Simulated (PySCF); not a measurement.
Stationary points of [AsH4]+

Level of theory: PySCF, PBE0, basis As def2-TZVP, H def2-TZVP (no relativity, density fitting).

Relaxations began from a few typed shapes. The search is not exhaustive: other isomers or separated fragments can lie lower, and high-lying points may rest on an excited occupation.

| spin | group | bonds | angles | imaginary modes (cm⁻¹) | ΔE (kJ/mol) | ΔE with ZPE (kJ/mol) |
| --- | --- | --- | --- | --- | --- | --- |
| singlet | Td | As–H 1.490 Å (×4) | H–As–H 109.5° (×6) | none | 0.0 | 0.0 |
| singlet | D4h | As–H 1.581 Å (×4) | H–As–H 90.0° (×4), H–As–H 180.0° (×2) | none | 587.0 | 592.9 |

The lowest minimum found is the singlet Td: As–H 1.490 Å (×4); H–As–H 109.5° (×6).

Counting electrons, arsenic keeps none of its valence electrons outside its bonds, so the VSEPR class is AX4 and the expected shape is tetrahedral (Td), as computed.
